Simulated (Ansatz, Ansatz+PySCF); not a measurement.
```xyz
3

N     0.0000    0.3932   -0.3554
H     0.0000    1.1982    0.2123
O     0.0000   -0.4938    0.2845
```

Basis set: def2-SVP (spherical functions). Correlated methods keep 2 orbitals frozen. Charge 0, multiplicity 1.

Computed with Ansatz (development build ahead of 0.2.0); each method stands on the lowest determinant of its kind that the runs found. Restricted open shells among the atoms or ions are ROHF, correlated in semicanonical orbitals with singles.

The atomization energy at this shape (free ground-state atoms in the same class of orbitals less the molecule, no zero-point energy) of singlet HNO:

| method | atomization energy |
| --- | --- |
| RHF-CCSD(T) | 7.11 eV |
| UHF-CCSD(T) | 7.08 eV |
| UHF-MP2 | 7.20 eV |
| UHF | 3.09 eV |
| RHF | 3.29 eV |

(1) What does RHF-MP2 give?

Answers

(1) 7.32 eV. Caution: the shape is not the minimum. Caution for UHF-CCSD(T), UHF-MP2, UHF: the determinant breaks the point group; the unrestricted determinant is spin contaminated. Caution for UHF-MP2: another reference gives a lower total.
